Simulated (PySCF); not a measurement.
A PySCF script (with the pyscf-properties extension) for the NMR shieldings of `B1CCCC1`, C4H9B, on a GFN2-xTB geometry:

```python
import basis_set_exchange as bse
import numpy as np
from pyscf import gto, dft
from pyscf.prop import nmr

atoms = """
B    -0.062242    1.405235    0.189869
C    -1.251500    0.456216   -0.213160
C    -0.710489   -0.966187    0.006180
C     0.792020   -0.864579   -0.259702
C     1.209235    0.489668    0.336822
H    -0.112503    2.560127    0.350750
H    -2.203217    0.613828    0.294781
H    -1.456181    0.603205   -1.278930
H    -0.876124   -1.256731    1.045893
H    -1.192623   -1.707471   -0.631803
H     1.342316   -1.704236    0.166902
H     0.971658   -0.854494   -1.336981
H     2.137374    0.860642   -0.098345
H     1.411598    0.364304    1.405559
"""
names = dict.fromkeys(["B", "C", "H"], "pcSseg-1")
basis = {el: gto.basis.parse(bse.get_basis(n, elements=[el], fmt="nwchem")) for el, n in names.items()}
mol = gto.M(atom=atoms, basis=basis, charge=0, verbose=0)
mf = dft.RKS(mol, xc="PBE0")
mf.grids.level = 2
mf.grids.alignment = dft.numint.BLKSIZE   # the property module wants whole blocks of grid points
mf.conv_tol = 1e-9
mf.kernel()

calc = nmr.RKS(mf)   # GIAO
C = mf.mo_coeff
Co = C[:, mf.mo_occ > 0]
resp = mf.gen_response(singlet=True, hermi=2)
def vind(x):   # induced exchange potential for any number of trial vectors
    d = np.einsum("pi,xij,qj->xpq", C, 2 * x.reshape(-1, C.shape[1], Co.shape[1]), Co, optimize=True)
    return np.einsum("xpq,pi,qj->xij", resp(d - d.transpose(0, 2, 1)), C, Co, optimize=True).ravel()
mo1, _ = nmr.rhf.solve_mo1(calc, with_cphf=vind)
sigma = calc.kernel(mo1)
for i, s in enumerate(sigma):   # ppm
    w = np.linalg.eigvalsh((s + s.T) / 2)
    print("%2d %-2s iso %8.1f  s11 %8.1f  s22 %8.1f  s33 %8.1f" % (i, mol.atom_pure_symbol(i), w.mean(), *w))
```

Q: Give the expected output.

A: 
```
 0 B  iso      4.4  s11    -71.8  s22    -29.4  s33    114.3
 1 C  iso    152.7  s11    138.2  s22    151.4  s33    168.3
 2 C  iso    155.8  s11    130.9  s22    162.5  s33    173.9
 3 C  iso    155.8  s11    131.1  s22    162.5  s33    173.8
 4 C  iso    152.6  s11    138.1  s22    151.3  s33    168.3
 5 H  iso     23.3  s11     17.5  s22     25.3  s33     27.1
 6 H  iso     29.7  s11     24.9  s22     28.4  s33     35.9
 7 H  iso     30.7  s11     25.4  s22     29.0  s33     37.8
 8 H  iso     30.3  s11     25.3  s22     29.0  s33     36.6
 9 H  iso     29.5  s11     24.7  s22     27.9  s33     36.0
10 H  iso     29.5  s11     24.7  s22     27.8  s33     36.0
11 H  iso     30.3  s11     25.3  s22     29.0  s33     36.6
12 H  iso     29.7  s11     24.9  s22     28.4  s33     35.9
13 H  iso     30.8  s11     25.4  s22     29.0  s33     37.9
```

These numbers come from an equivalent density-fitted implementation of the same equations, which agrees with the script to about 0.01 ppm for H and up to a few tenths of a ppm for heavy atoms, so last digits may differ.

Size and cost of the density-fitted run: 130 basis functions, 11 s wall time on 1 thread of an Arm Neoverse V1, shared host.
